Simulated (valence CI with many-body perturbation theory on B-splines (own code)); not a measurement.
Which ion has this spectrum?

A relativistic CI+MBPT calculation for an atom or ion with 13 electrons gives these levels (eV):

| J | Parity | E | g |
| --- | --- | --- | --- |
| 1/2 | odd | 0.00 | 0.66 |
| 3/2 | odd | 75.65 | 1.33 |
| 1/2 | even | 98.40 | 2.32 |
| 3/2 | even | 157.27 | 1.67 |
| 5/2 | even | 168.10 | 1.38 |
| 3/2 | even | 183.19 | 0.93 |
| 1/2 | even | 191.40 | 1.18 |
| 3/2 | even | 227.01 | 0.85 |
| 5/2 | even | 229.68 | 1.33 |
| 5/2 | even | 253.47 | 1.27 |
| 1/2 | even | 267.54 | 1.82 |
| 3/2 | even | 272.43 | 1.20 |
| 3/2 | odd | 283.89 | 1.24 |
| 3/2 | odd | 297.76 | 0.53 |

The energies are calculated, and their last digits are not significant.

Problem. Which is it?
A. Ba43+
B. Te39+
C. Cs42+
D. I40+

Solution. D. I40+, ground level (3s^2 3p1/2) J=1/2.
